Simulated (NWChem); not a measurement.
System: C$_{4}$H$_{4}$O$_{2}$; SMILES Oc1ccoc1

```xyz
10

O     -0.1133    -2.0660     0.0000
C     -0.0317    -0.7208     0.0000
C      1.1426     0.0992     0.0000
C      0.6863     1.3853     0.0000
O     -0.6518     1.4154     0.0000
C     -1.0982     0.1354     0.0000
H      0.7748    -2.4340     0.0000
H      2.1817    -0.2257     0.0000
H      1.1945     2.3465     0.0000
H     -2.1719    -0.0213     0.0000
```
Atoms are numbered in this order, from 1.

Program: NWChem. Geometry: optimised at PBE0/def2-SVP. Level: PBE0/def2-SVP with SMD (1 M gas to 1 M solution), gas-phase geometry.

Task: Predict the results for solvent toluene. Quantities: solvation free energy (kcal/mol); cavity-dispersion-structure term (kcal/mol); dipole in solution (D).

Result: 
```yaml
solvation free energy (kcal/mol): -4.7
cavity-dispersion-structure term (kcal/mol): -1.5
dipole in solution (D): 2.29
```
